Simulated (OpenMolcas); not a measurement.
Ti2+ with its 6 nearest oxide ions at 2.298 Å, on the Ca site of CaO (a = 4.8105 Å, distance in the model lattice 2.405 Å). The rest of the host is ab initio model potentials to 7.6 Å, with orthogonalisation functions on the cations behind the ligands, and point charges beyond; the distance is set by hand and nothing relaxes. Ligand basis ANO-RCC-VDZP.

```
Program             : OpenMolcas
Method              : SS-CASPT2, IPEA 0.25 Eh, imaginary shift 0.1 Eh (closed shells correlated: 3s 3p and the ligand valence shells)
Basis               : ANO-RCC-VDZP [5s4p2d1f]
Scalar Hamiltonian  : DKH2, point nucleus
Active space        : 2 electrons in 5 orbitals (3d)
State averaging     : 2S+1 = 3 even, 10 roots; 2S+1 = 1 even, 15 roots
Spin-orbit coupling : state interaction with AMFI integrals over the reference wave functions
```

Task: What is the spin-free ground state (labels of O, the rotations of Oh)?

Result: 3T1, 3-fold in its orbital part; it has the highest spin that d2 allows.

Task: Where is the first state of the same spin?

Result: 3T2 at 13200 cm-1 above the ground state.

Task: What are the lowest two levels with spin-orbit coupling?

Result: A 2-fold level E, then a 3-fold level T2 2 cm-1 above it. Their leading multiplicities are 3 (100 %) and 3 (100 %).

Task: What is χT at 300 K, and how does it compare with the textbook value?

Result: The lowest level has 2S+1 = 3, for which the spin-only value is χT = S(S+1) / 2 = 1.000 cm3 K/mol (g = 2). The computed 1.100 at 300 K differs by +0.100, through orbital momentum, spin-orbit coupling and any other state in reach. With a threefold ground state the orbital momentum is unquenched, so the spin-only value is not expected to hold.

Task: Which ligand-field parameters describe the states?

Result: A least-squares ligand-field fit to the states below 45000 cm-1, each weighted by its degeneracy and with a free common offset, gives 10Dq = 15241 cm-1, B = 655 cm-1 and C = 2464 cm-1 (C/B = 3.76), with an rms deviation of 324 cm-1. The same method and metal basis give the free ion B = 805 cm-1 (fit to its terms below 60000 cm-1, rms deviation 737 cm-1), so the nephelauxetic ratio is β = 655 / 805 = 0.81; it hangs on how both fits weigh the states, and computed free-ion B values tend to be too large, so β mixes covalency with correlation.

Roots that are degenerate in the reference are averaged as groups; the widest CASPT2 spread within a group is 660 cm-1 (the 3-fold group of multiplicity 3 near 13200 cm-1 above the lowest state of its run). Shifts and gaps below about the spread of the groups concerned are not significant. Over all roots computed the reference weight is 0.71 to 0.72; a low but even weight reflects the number of correlated electrons. An orbital triplet at a regular site is open to Jahn-Teller coupling, which can distort the site and quench the lowest spin-orbit gaps and is left out. Ligand-to-metal charge-transfer states are missing. With no ligand orbital active B as a rule stays too high, so bands that hang on it stand too high and its fall with covalency is understated. With one d shell and no ligand orbital active, 10Dq can be off by tens of per cent for divalent 3d ions, low with halides held by bare charges and at times high in hosts. No measured value stands beside these numbers; the geometry was set by hand and not optimised.
